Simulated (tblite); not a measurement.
Species: C8H7F.
SMILES with atom numbers: `[CH3:1][C:2]#[C:3][C:4]#[C:5]/[CH:6]=[CH:7]/[CH2:8][F:9]` (hydrogens: H10, H11, H12 on C1; H13 on C6; H14 on C7; H15, H16 on C8)

Computed with GFN2-xTB (tblite), gas phase: L-BFGS steps from a force-field or distance-geometry start until the largest atomic force falls under 0.01 eV/Å.

Step 5: E = -687.9273 eV
```
atom  x, y, z in Å  |  force x, y, z in eV/Å
C1      4.7950    0.0159   -0.5772    0.392   0.005  -0.034
C2      3.3659   -0.0065   -0.4108   -0.179  -0.028   0.018
C3      2.1655   -0.0201   -0.2500    0.343   0.002  -0.055
C4      0.8246   -0.0567   -0.0768    0.250  -0.020  -0.033
C5     -0.3737   -0.1149    0.0835   -0.455  -0.056   0.045
C6     -1.7584   -0.2002    0.2730   -0.320   0.453  -0.068
C7     -2.6092    0.8345    0.1901    0.136  -0.386   0.160
C8     -4.0710    0.6457    0.4578   -0.105  -0.060   0.108
F9     -4.3608   -0.6796    0.6827   -0.082  -0.045   0.036
H10     5.1572   -0.7944   -1.2102   -0.240  -0.144  -0.074
H11     5.3075   -0.0840    0.3796   -0.128   0.019   0.158
H12     5.1342    0.9446   -1.0344   -0.154   0.160  -0.015
H13    -2.1996   -1.1603    0.5005    0.328  -0.233  -0.004
H14    -2.2691    1.8350   -0.0123   -0.085   0.123  -0.058
H15    -4.3941    1.1758    1.3694    0.111   0.055  -0.137
H16    -4.7217    0.9416   -0.3762    0.187   0.154  -0.047
```

Step 6: E = -687.9399 eV
```
atom  x, y, z in Å  |  force x, y, z in eV/Å
C1      4.8010    0.0160   -0.5777    0.190   0.007  -0.021
C2      3.3699   -0.0071   -0.4115   -0.344  -0.024   0.046
C3      2.1678   -0.0201   -0.2505    0.382  -0.008  -0.058
C4      0.8246   -0.0573   -0.0768   -0.137  -0.037   0.016
C5     -0.3787   -0.1159    0.0838    0.134   0.011  -0.043
C6     -1.7634   -0.1951    0.2722    0.028  -0.075  -0.007
C7     -2.6083    0.8314    0.1926   -0.178   0.096   0.096
C8     -4.0701    0.6455    0.4587   -0.153  -0.118   0.069
F9     -4.3632   -0.6819    0.6836   -0.067   0.045   0.021
H10     5.1523   -0.7968   -1.2114   -0.171  -0.140  -0.079
H11     5.3048   -0.0834    0.3821   -0.068   0.012   0.160
H12     5.1310    0.9471   -1.0342   -0.098   0.156  -0.027
H13    -2.1926   -1.1636    0.5001    0.292  -0.147  -0.015
H14    -2.2717    1.8356   -0.0130   -0.102   0.042  -0.036
H15    -4.3926    1.1774    1.3677    0.095   0.055  -0.100
H16    -4.7185    0.9445   -0.3772    0.198   0.125  -0.022
```

Step 7: E = -687.9531 eV
```
atom  x, y, z in Å  |  force x, y, z in eV/Å
C1      4.8058    0.0158   -0.5781   -0.045   0.012   0.001
C2      3.3717   -0.0091   -0.4127   -0.172  -0.003   0.040
C3      2.1713   -0.0201   -0.2515    0.117  -0.025  -0.019
C4      0.8254   -0.0591   -0.0765   -0.152  -0.032   0.011
C5     -0.3791   -0.1171    0.0831    0.328   0.071  -0.080
C6     -1.7634   -0.1935    0.2711    0.133  -0.192   0.014
C7     -2.6090    0.8301    0.1960   -0.214   0.150   0.071
C8     -4.0693    0.6440    0.4608   -0.175  -0.109   0.025
F9     -4.3696   -0.6818    0.6844   -0.045   0.063   0.021
H10     5.1411   -0.8011   -1.2135   -0.076  -0.111  -0.067
H11     5.3000   -0.0805    0.3860   -0.012  -0.015   0.138
H12     5.1254    0.9509   -1.0320   -0.043   0.132  -0.052
H13    -2.1756   -1.1695    0.4986    0.196  -0.111  -0.008
H14    -2.2803    1.8368   -0.0142   -0.077   0.009  -0.020
H15    -4.3913    1.1810    1.3646    0.072   0.056  -0.037
H16    -4.7106    0.9495   -0.3776    0.164   0.104  -0.038
```

Task: Estimate the geometry and energy of step 8. (The exact step hangs on the optimiser's Hessian estimate; all steps are aligned on step 7, rigid shifts and turns removed.)

Result: E = -687.9664 eV, largest force 0.325 eV/Å
```
atom  x, y, z in Å  |  force x, y, z in eV/Å
C1      4.8075    0.0155   -0.5780   -0.179   0.019   0.017
C2      3.3727   -0.0128   -0.4144    0.023   0.037   0.043
C3      2.1749   -0.0205   -0.2531   -0.105  -0.043   0.018
C4      0.8297   -0.0627   -0.0765   -0.090  -0.014  -0.011
C5     -0.3743   -0.1179    0.0803    0.276   0.147  -0.088
C6     -1.7578   -0.1934    0.2694    0.112  -0.168   0.030
C7     -2.6105    0.8269    0.2021   -0.105   0.069   0.043
C8     -4.0696    0.6409    0.4647   -0.118  -0.037  -0.027
F9     -4.3825   -0.6790    0.6854   -0.030   0.010   0.036
H10     5.1207   -0.8087   -1.2173    0.048  -0.015  -0.006
H11     5.2920   -0.0748    0.3929    0.025  -0.061   0.045
H12     5.1156    0.9576   -1.0277    0.007   0.045  -0.074
H13    -2.1430   -1.1812    0.4958    0.053  -0.045   0.003
H14    -2.2980    1.8394   -0.0162   -0.026  -0.076   0.011
H15    -4.3900    1.1884    1.3596    0.037   0.051   0.054
H16    -4.6949    0.9588   -0.3783    0.074   0.080  -0.094
```

The energy changes by -0.0133 eV. The first-order estimate −F·Δx gives -0.0217 eV and the mean of the old and new forces, exact on a quadratic surface, -0.0133 eV. The step makes an angle of 58° with the force vector and moves no atom by more than 0.035 Å.

The cost below is that of the whole relaxation. The run took 0.58 s on an Arm Neoverse N1 with one thread (shared host).
